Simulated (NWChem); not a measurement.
BeCl₂; SMILES [Cl][Be][Cl]

Problem. Give the equilibrium geometry at PBE-D3(BJ)/def2-SVP (NWChem) as a Z-matrix, with the point group.

Solution. point group D*h; any orientation.
```
Be
Cl 1 1.8137
Cl 1 1.8137 2 180.00
```
